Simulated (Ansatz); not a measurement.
```xyz
10

C    -1.742    0.926   -0.546
In    0.148   -0.038   -0.346
C     1.528   -0.872    1.047
F     0.923   -0.233   -2.158
H    -2.241    1.063    0.412
H    -1.588    1.897   -1.020
H    -2.371    0.322   -1.202
H     1.173   -0.804    2.074
H     1.694   -1.919    0.786
H     2.478   -0.343    0.953
```

The species carries charge 0 and has multiplicity 1. In takes the def2 core potential.

Task: List the PBE0/def2-TZVPP orbital energies in eV (the Gaussian-basis code of Ansatz). (Best estimate.)

Result: The calculation gave: Occupied: -671.08, -278.16, -278.16, -128.11, -84.66, -84.33, -84.26, -29.75, -21.56, -21.15, -21.12, -21.09, -21.03, -19.09, -18.96, -11.62, -11.49, -11.42, -11.36, -11.32, -9.45, -9.36, -8.91, -7.75. Lowest empty: -1.00, -0.46, 0.69, 0.93, 1.88, 2.42, 2.71, 3.41.
